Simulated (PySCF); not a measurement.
## Al (aluminium, neutral) across methods

[Ne] 3s2 3p1, 2P determinant. Calculation: PySCF 2.14, in def2-TZVPPD; no relativity, point nucleus.

```csv
method,E (hartree),mean ε 3s α (eV),mean ε 3s β (eV),mean ε 3p α (eV),Σ⟨r²⟩ (bohr²),⟨S²⟩
UHF,-241.87445,-11.573,-9.877,-5.931,33.01,0.770
B3LYP,-242.3877,-8.701,-8.031,-3.592,32.15,0.755
BLYP,-242.3748,-7.655,-7.167,-2.787,32.19,0.754
PBE0,-242.2490,-8.948,-8.139,-3.880,32.20,0.757
wB97X,-242.3513,-11.357,-10.291,-5.757,31.94,0.756
PBE,-242.2277,-7.842,-7.245,-3.045,32.19,0.755
revPBE,-242.3142,-7.798,-7.194,-3.059,32.23,0.756
LDA,-241.3114,-7.963,-7.377,-2.966,32.25,0.752
```

Task: Estimate the same row for r2SCAN.

Result: E (hartree) = -242.3307; mean ε 3s α (eV) = -8.027; mean ε 3s β (eV) = -7.363; mean ε 3p α (eV) = -3.328; Σ⟨r²⟩ (bohr²) = 32.33; ⟨S²⟩ = 0.762.
